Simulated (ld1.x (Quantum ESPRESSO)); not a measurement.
## Reading a pseudo-wave (O (Z = 8))

Columns: radius, all-electron u(r) and pseudo u(r) of the 2p shell (level -24.36 eV) of oxygen in the configuration [He] 2s2 2p3; PBEsol, scalar-relativistic, PAW scheme, ld1.x (Quantum ESPRESSO) 7.5.

```tsv
r (bohr)	all-electron	pseudo
0.085	0.0868	0.0131
0.170	0.2558	0.0516
0.255	0.4324	0.1125
0.340	0.5865	0.1913
0.425	0.7089	0.2823
0.510	0.7990	0.3790
0.595	0.8591	0.4749
0.680	0.8930	0.5637
0.765	0.9056	0.6403
0.850	0.9012	0.7006
0.935	0.8839	0.7424
1.020	0.8571	0.7649
1.105	0.8235	0.7691
1.190	0.7853	0.7571
1.275	0.7443	0.7321
1.360	0.7017	0.6979
1.445	0.6586	0.6581
1.530	0.6158	0.6160
1.615	0.5739	0.5740
1.700	0.5333	0.5333
1.785	0.4943	0.4943
1.870	0.4572	0.4572
1.955	0.4220	0.4220
2.040	0.3889	0.3889
2.125	0.3578	0.3578
2.210	0.3287	0.3287
```

(1) How many radial nodes do the two functions have?

(2) At about which radius was the pseudo-wave matched?

(3) Where does each function peak?

(4) Is the pseudo-wave norm-conserving?

## Answers

(1) The all-electron 2p function has n − l − 1 = 0; the pseudo-wave has 0.

(2) 1.70 bohr. The columns agree to 0.0005 from 1.45 bohr on; several derivatives are matched, so the curves merge somewhat inside the radius.

(3) Outermost all-electron maximum near 0.77 bohr, pseudo maximum near 1.10 bohr (to the table’s step).

(4) No, it belongs to a PAW set: the norm inside the radius is not constrained, and the difference is carried by the augmentation charge.
